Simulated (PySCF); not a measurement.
H₈N₂Si₂, SMILES N[SiH2][SiH2]N.

Geometry: PBE0-D3(BJ)/def2-SVP. The values are those of a single conformer.

Two levels are set side by side: TDDFT-PBE/def2-SVPD (PySCF) and TDDFT-M06-2X/def2-SVPD (PySCF). Vertical, same geometry. The lowest singlet is HOMO→LUMO 99 % with PBE and HOMO→LUMO 80 % with the other functional; states are paired by order. Differences are taken from unrounded values.

```csv
quantity,TDDFT-M06-2X
lowest singlet excitation (eV),5.88
lowest triplet excitation (TDA) (eV),5.55
```

**Question.** What does TDDFT-PBE give, and how far is it from TDDFT-M06-2X? (Estimate from the structure and the level; the computed values follow.)

**Answer.** 
```tsv
quantity	TDDFT-PBE	TDDFT-PBE minus TDDFT-M06-2X
lowest singlet excitation (eV)	4.87	-1.01
lowest triplet excitation (TDA) (eV)	4.66	-0.89
```

A lower first singlet is the usual sign of a functional without exact exchange. Differences between two approximate levels are no errors against the true value.

Rough cost on one machine, each run with all the roots and properties that it gave: TDDFT-M06-2X against TDDFT-PBE about 10 times.
